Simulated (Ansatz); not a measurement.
Basis sets compared for Sn₂₄H₃₀, a nanocrystal cut from hexagonal tin. Charge 0, multiplicity 1. Geometry PBE-D4/def2-SVP. Ansatz on 11 threads of AMD EPYC 7R13 on a shared host and a whole NVIDIA H100 80GB HBM3; times are rough, and most runs start from earlier orbitals.

Cartesian coordinates in Å:
```
Sn -0.3450 4.6530 2.5688
Sn -2.4676 5.4794 0.8995
Sn 2.7109 1.2393 3.5102
Sn 1.9604 -1.0904 4.9084
Sn 0.5603 2.0706 1.8557
Sn -1.5969 0.2530 2.0647
Sn -3.0461 3.4371 -0.9598
Sn -3.7471 1.0635 0.4006
Sn 1.4082 -3.1427 3.0561
Sn -0.7450 -2.3556 1.3844
Sn -2.9163 -4.1531 1.6081
Sn -4.3556 -1.0015 -1.4276
Sn -5.0687 -3.3489 -0.0331
Sn 4.9875 0.7440 1.9224
Sn 1.3686 2.0666 -0.8537
Sn -0.7667 2.8850 -2.5331
Sn 4.4087 -1.3227 0.0952
Sn 3.6688 -3.6764 1.4594
Sn 2.2841 -0.5037 -1.5977
Sn 0.0905 -2.2649 -1.3162
Sn -1.3159 0.8572 -4.4205
Sn -2.0529 -1.4672 -2.9952
Sn 3.1059 -0.4296 -4.3023
Sn 0.9762 0.3479 -5.9855
H -0.8655 4.6413 4.2273
H 0.9723 5.7819 2.4610
H -3.8760 5.8325 1.8545
H -2.0359 6.9411 0.0647
H 3.0651 2.5139 4.6482
H 0.5395 -0.7657 5.8538
H 3.2148 -1.5798 6.0082
H -2.1484 0.2390 3.7211
H -4.3620 3.9113 -2.0021
H -5.1390 1.3671 1.4090
H 0.9458 -4.5892 3.9157
H -3.4303 -4.2441 3.2660
H -2.3879 -5.7462 1.1559
H -5.6603 -0.4839 -2.4632
H -6.4821 -3.0592 0.9355
H -5.4684 -4.6117 -1.1580
H 6.3476 0.3217 2.9197
H 5.4126 2.1842 1.0487
H 2.6869 3.1962 -1.0382
H -0.2818 4.3367 -3.3723
H 5.8139 -1.6407 -0.8893
H 4.9869 -4.2645 2.4285
H 3.2797 -4.9158 0.3058
H 0.6041 -3.8653 -1.7881
H -2.6474 1.3585 -5.4297
H -2.3759 -2.7575 -4.1254
H 4.4294 0.6853 -4.4668
H 3.7017 -1.9929 -4.7737
H 1.4130 1.7706 -6.8829
H 0.6409 -0.9047 -7.1423
```

In the def2 sets Sn takes a core potential; there is no spin–orbit coupling. Single mean-field runs in def2-SVP, def2-TZVP are fitted with def2-universal-jkfit.

Binding counts from free atoms (Sn triplet, H doublet) in the same basis, without a counterpoise term.

```json
{"level": "PBE-D4/def2-SVP", "functions": "774", "energy (Eh)": "-5161.7552", "HOMO (eV)": "-5.66", "LUMO (eV)": "-2.94", "binding per atom (eV)": "2.49", "wall time": "6 s"}
{"level": "PBE0-D4/def2-SVP", "functions": "774", "energy (Eh)": "-5162.0416", "HOMO (eV)": "-6.48", "LUMO (eV)": "-2.31", "binding per atom (eV)": "2.48", "wall time": "10 s"}
```

(1) Estimate the rows for PBE-D4/def2-TZVP, PBE0-D4/def2-TZVP.

Results:

(1) 
```
            level  functions  energy (Eh)  HOMO (eV)  LUMO (eV)  binding per atom (eV)  wall time
 PBE-D4/def2-TZVP       1380   -5161.9329      -5.73      -3.05                   2.50       10 s
PBE0-D4/def2-TZVP       1380   -5162.1973      -6.50      -2.38                   2.50       15 s
```
